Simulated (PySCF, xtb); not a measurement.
C3H4O2Si, SMILES O=C1C=C[SiH2]O1.

Harmonic wavenumbers (cm⁻¹) from GFN2-xTB run with xtb 6.7.1 at its own minimum, in rising order: 137, 261, 450, 471, 478, 572, 603, 636, 637, 750, 782, 822, 825, 910, 942, 1044, 1126, 1253, 1610, 1787, 2336, 2344, 3098, 3113.

Problem. What does PySCF with PBE-D3(BJ)/def2-SVP give at its own minimum? (An estimate is asked for; the answer gives what the named calculation found.)

Solution. 150, 257, 450, 491, 541, 587, 643, 681, 705, 754, 811, 843, 906, 938, 971, 1019, 1167, 1264, 1575, 1816, 2193, 2197, 3122, 3147. Paired by order, the mean absolute difference is 40 cm⁻¹ and the zero-point energies are 38.6 and 38.9 kcal/mol.
